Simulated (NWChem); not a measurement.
System: CBrCl2F; SMILES ClC(Br)(Cl)F

```xyz
5

F      1.6078     0.6127     0.0000
C      0.2898     0.4701     0.0000
Cl    -0.3657     1.2319    -1.4490
Cl    -0.3657     1.2319     1.4490
Br    -0.1127    -1.4321     0.0000
```
Atoms are numbered in this order, from 1.

Program: NWChem. Pople sets run with spherical d functions. STO-3G and 3-21G are far too small for this property and stand as cheap habits. All runs use the structure optimised with PBE0/def2-SVP. GIAO values for the isolated, static molecule; σ is the absolute isotropic shielding, δ = σ(reference) − σ with the isolated reference molecule computed at the same levels (13C: tetramethylsilane, 19F: trichlorofluoromethane). Spin-orbit effects, on the heavy nuclei and on their neighbours, are missing.

For level B3LYP/6-31G*:

```
Quantity      Value
-----------  ------
δ F1 (ppm)      8.1
δ C2 (ppm)    141.4
σ Cl3 (ppm)   392.3
σ Br5 (ppm)  1285.6
```

Problem. How do the values read with level Hartree-Fock/STO-3G instead?

Solution. The δ F1 (ppm) is -9.5 and the δ C2 (ppm) is 113.3. The σ Cl3 (ppm) is 929.9 and the σ Br5 (ppm) is 2520.4.
